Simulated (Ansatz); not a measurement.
Species: CH₅BSi, SMILES `B1C[SiH2]1` (charge 0, multiplicity 1).

Q: Give a relaxed geometry from r2SCAN-D4/def2-TZVP (Ansatz, a program for electronic structure).

A: the end point of this relaxation (outside a Z-matrix the atoms follow the SMILES, hydrogens last).
Bond lengths (Å): B1–C2 1.485, B1–Si3 1.905, B1–H4 1.186, C2–Si3 2.045, C2–H5 1.092, C2–H6 1.090, Si3–H7 1.487, Si3–H8 1.479. Bond angles (°): C2–B1–Si3 73.0, C2–B1–H4 131.9, Si3–B1–H4 138.5, B1–C2–Si3 63.0, B1–C2–H5 125.1, B1–C2–H6 122.7, Si3–C2–H5 86.5, Si3–C2–H6 138.9, H5–C2–H6 110.5, B1–Si3–C2 44.0, B1–Si3–H7 123.3, B1–Si3–H8 126.2, C2–Si3–H7 124.9, C2–Si3–H8 101.5, H7–Si3–H8 110.4.
